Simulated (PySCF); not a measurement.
Species: C8H4F2O2.
Z-matrix (Å and degrees, PBE0-D3(BJ)/def2-SVP geometry), rows numbered from 1:
```
O 
C   1  1.1850
F   2  1.3391  1  120.92
C   2  1.4816  1  126.84  3  -179.96
C   4  1.4000  2  121.65  1  -179.53
C   5  1.3881  4  119.72  2  -179.75
C   6  1.3996  5  119.72  4     0.04
C   7  1.4816  6  117.73  5   179.77
O   8  1.1850  7  126.81  6     0.32
F   8  1.3391  7  112.31  6  -179.52
C   7  1.4000  6  120.57  5    -0.10
C  11  1.3881  7  119.70  6     0.05
H   5  1.0905  4  119.64  2     0.24
H   6  1.0916  5  121.32  4  -179.97
H  11  1.0905  7  119.66  6  -179.98
H  12  1.0916  4  118.95  2    -0.21
```

Computed, not measured: PySCF, TDDFT wB97X-D/def2-SVPD, vertical, gas phase, core orbitals frozen in the response.

Task: List the vertical singlet excitations with oscillator strengths and describe the spectrum.

Result: 

```
state  E (eV)  λ (nm)       f  symmetry  main configurations (H = HOMO, L = LUMO)
   S1    4.72   262.7   0.041        Bu                  H→L (81%), H-1→L+1 (11%)
   S2    5.23   237.0  0.0035        Bu                H-2→L (77%), H-3→L+2 (19%)
   S3    5.25   236.0  0.0019         –                H-3→L (77%), H-2→L+2 (20%)
   S4    5.28   235.0   0.398        Bu                               H-1→L (83%)
   S5    6.65   186.5  0.0000         –                               H-4→L (97%)
   S6    6.78   182.8   0.244        Bu     H-1→L+1 (71%), H→L+1 (13%), H→L (10%)
   S7    6.88   180.1   0.627        Bu                H→L+1 (77%), H-1→L+1 (14%)
   S8    7.31   169.6  0.0000         –                 H-7→L (78%), H-2→L+2 (8%)
   S9    7.37   168.3  0.0000         –   H→L+2 (55%), H-1→L+2 (27%), H-5→L (12%)
  S10    7.51   165.1  0.0000         –                H-1→L+2 (52%), H→L+2 (41%)
```

Triplets, Tamm–Dancoff:

```
state  E (eV)  λ (nm)  main configurations (H = HOMO, L = LUMO)
   T1    3.58   346.6                    H-1→L (65%), H→L (22%)
   T2    3.86   321.0                    H→L (73%), H-1→L (23%)
   T3    4.71   263.0                               H→L+1 (82%)
   T4    4.81   257.9                H-2→L (73%), H-3→L+2 (22%)
```

The lowest singlet lies at 4.72 eV (263 nm, ultraviolet) and is of moderate strength; its leading configuration is HOMO→LUMO (81%). The most intense listed level is S7 at 6.88 eV (180 nm, f = 0.627), 2.16 eV above S1. Löwdin shares by element: HOMO carbon 77% or more (atoms not listed hold the other 23%); LUMO carbon 46% or more (atoms not listed hold the other 54%). Of the 10 states listed, 4 reach f = 0.01 and 4 stay under 0.0005. The listed states span 2.79 eV, and the widest gap between neighbours is 1.37 eV (S4 to S5). The oscillator strengths of these states sum to 1.317; summed over the whole spectrum of an exact calculation they would give the number of electrons, 86 (Thomas–Reiche–Kuhn). No computed singlet lies in the visible range (380 to 750 nm); the lowest, at 263 nm, stands 1.46 eV above its violet end (3.26 eV). Symmetry labels in C2h follow from the direction of the transition dipole and are given only for states with f of 0.002 or more. Singlets were solved by full linear response, triplets in the Tamm–Dancoff approximation.

One conformer stands for the species.
